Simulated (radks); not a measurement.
Q: The tantalum ion Ta4+, configuration [Xe] 4f14 5d1 (the NIST ground configuration). Method: scalar-relativistic Kohn-Sham, exchange-only LDA, spin-polarised, spherical densities, point nucleus; open shells are filled with parallel spins first (spin-orbit coupling, left out, can overturn this in heavy ions); computed with a radial shooting solver on a logarithmic mesh with Libxc functionals. Some entries of the table are withheld. Estimate them.

| orbital | occ. | eigenvalue (eV) | <1/r> (bohr^-1) | r(max) (bohr) |
|---|---|---|---|---|
| 1s down | 1 | -67354.23 | 85.40 | 0.01168 |
| 1s up | 1 | -67354.23 | 85.40 | 0.01168 |
| 2s up | 1 | -11606.70 | 19.95 | 0.06690 |
| 2s down | 1 | -11606.65 | 19.95 | 0.06690 |
| 2p up | 3 | -10179.99 | 18.14 | 0.05478 |
| 2p down | 3 | -10179.95 | 18.14 | 0.05478 |
| 3s up | 1 | -2689.448 | 7.382 | 0.1888 |
| 3s down | 1 | -2689.434 | 7.382 | 0.1888 |
| 3p up | 3 | -2265.194 | 6.832 | 0.1867 |
| 3p down | 3 | -2265.178 | 6.832 | 0.1867 |
| 3d up | 5 | -1769.374 | 6.462 | 0.1519 |
| 3d down | 5 | -1769.343 | 6.462 | 0.1519 |
| 4s up | 1 | -579.9053 | 3.136 | 0.4290 |
| 4s down | 1 | -579.8662 | 3.136 | 0.4290 |
| 4p up | 3 | -440.6936 | 2.851 | 0.4497 |
| 4p down | 3 | -440.6531 | 2.851 | 0.4497 |
| 4d up | 5 | -262.5229 | 2.532 | 0.4615 |
| 4d down | 5 | -262.4681 | 2.532 | 0.4615 |
| 5s up | 1 | -113.7199 | 1.221 | 0.9865 |
| 5s down | 1 | -113.1304 | 1.225 | 0.9850 |
| 5p up | 3 | (1) | 1.033 | 1.118 |
| 5p down | 3 | (2) | 1.038 | 1.115 |
| 4f up | 7 | -65.4612 | 2.005 | 0.4406 |
| 4f down | 7 | -65.3135 | 2.010 | 0.4404 |
| 5d up | 1 | -40.5082 | 0.7295 | 1.470 |
| 5d down | 0 | -39.3238 | 0.7355 | 1.459 |

A: 
(1) 5p up eigenvalue (eV): -79.5841
(2) 5p down eigenvalue (eV): -78.7823
